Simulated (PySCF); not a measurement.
**Question.** What does the GFN2-xTB structure of InChI=1S/C5H7NS/c6-4-3-5(7)1-2-5/h7H,1-3H2/p-1 look like in three dimensions? (Charge -1.)

**Answer.** 
```
atom  x, y, z in Å
N1     2.3303    1.3808   -0.7314
C2     1.8160    0.4573   -0.2767
C3     1.1471   -0.6732    0.2814
C4    -0.3916   -0.5696    0.2807
S5    -1.1384   -2.0084    0.9860
C6    -1.0338    0.1502   -0.8731
C7    -0.9908    0.7946    0.4874
H8     1.4747   -0.8109    1.3177
H9     1.4238   -1.5706   -0.2828
H10   -1.9873   -0.2179   -1.2250
H11   -0.4056    0.5662   -1.6526
H12   -0.3333    1.6455    0.6265
H13   -1.9155    0.8565    1.0442
```

Orientation and origin are arbitrary. Atoms count from 1 in this order. The 5 C–C bonds span 1.427 Å (C2–C3, drawn single) to 1.542 Å (C3–C4, drawn single), a spread of 0.115 Å. Of the pairs four or more bonds apart, C2···H11 is among the closest relative to their van der Waals radii: 2.62 Å, 90 % of the sum of Bondi's values. All internal angles of the 3-membered ring C4–C6–C7 are 60.0°.

Bonds between heavy atoms (Å): N1≡C2 1.151, C2–C3 1.427, C3–C4 1.542, C4–S5 1.768, C4–C6 1.504, C6–C7 1.506, C4–C7 1.504.

Computed geometry: GFN2-xTB, gas phase.

Point group: Cs (every atom within 0.08 Å of its image). Whether it is a minimum is left open (no frequencies). Torsions: C2–C3–C4–S5 180°.

One conformer stands for the species.
